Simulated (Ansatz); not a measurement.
Ansatz (a program for electronic structure) input (wB97X-V/def2-TZVPD):

Ansatz 0.2 input:
```yaml
crystal:
  periodic: [false, false, false]
  atoms:
    - {symbol: Sn, position_ang: [-0.00000000, -0.00000000, -0.28454779]}
    - {symbol: O, position_ang: [0.00000000, 0.00000000, 1.77842369]}
basis:
  gaussian:
    orbitals: def2-TZVPD
hamiltonian:
  xc: {name: wB97X-V}
total_charge: -1
magnetization: {spin_polarized: true, initial_magnetization: 1}
```

Output:

```
Functional definition: wB97X-V
integrals: 0.03 GiB planned
648 factors; their error is unknown
integrals: 0.07 GiB planned
175 factors; integrals over basis functions are off by at most 1.8e-5 eV
mean field: 0.45 GiB planned
mean field evaluation 1: about -7876.5133 eV, gradient 1.7e1 eV
mean field evaluation 2: about -7874.7477 eV, gradient 3.0e1 eV
mean field evaluation 4: about -7877.6779 eV, gradient 1.1e0 eV
mean field evaluation 8: about -7877.6949 eV, gradient 1.3e-1 eV
mean field evaluation 16: about -7877.7531 eV, gradient 3.5e-3 eV
mean field evaluation 32: about -7877.4495 eV, gradient 1.9e0 eV
mean field -7877.75315104 eV, -289.5020885680 hartree, gradient 4.4e-5 eV, S^2 0.757227; 2 other end points of the search recorded, 0 dependent functions left out
reference -7877.75315016 eV, -289.5020885355 hartree; 16, 15 occupied and 80, 81 virtual orbitals, 648 factors
Total energy: -7877.75315016 eV, -289.5020885355 hartree
```

This state (charge -1, doublet) is run at the relaxed geometry of the species with charge 0 and multiplicity 3.
